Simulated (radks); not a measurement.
Results of a calculation; reference values are marked as such.
Initial-state core-level shifts of neutral platinum when its valence configuration changes from [Xe] 4f14 5d9 6s1. Level of theory: scalar-relativistic Kohn-Sham, r2SCAN, spin-polarised, spherical densities, finite nucleus; open shells are filled with parallel spins first (spin-orbit coupling, left out, can overturn this in heavy ions); meta-GGA in the generalised Kohn-Sham scheme; Fermi nuclear charge, rms radius 5.427 fm (a radial shooting solver on a logarithmic mesh with Libxc functionals). Shifts are changes of the shell-averaged eigenvalues in eV (positive: less bound); the change of the density at the nucleus, which sets a Mossbauer isomer shift, is in e/bohr^3, on a base of 2.116e+06.

valence,3s,3p,3d,4p,density at nucleus
4f14 5d10,+2.613,+2.612,+2.619,+2.607,-130.4
4f14 5d9 6p1,-2.049,-2.049,-2.045,-2.058,-126.1
4f14 5d8 6s1 6p1,-4.742,-4.742,-4.748,-4.736,+24.3
4f13 5d9 6s1 6p1,-19.625,-19.601,-19.496,-16.958,+153.0
4f14 5d8 6s2,-3.087,-3.086,-3.095,-3.074,+144.7
4f13 5d9 6s2,-17.874,-17.850,-17.748,-15.199,+281.9
4f13.5 5d9 6s1 6p0.5,-9.696,-9.684,-9.631,-8.411,+75.3
4f14 5d9.5 6s0.5,+1.330,+1.330,+1.334,+1.327,-69.6
4f14 5d7 6s1 6p2,-9.465,-9.465,-9.481,-9.439,+56.0
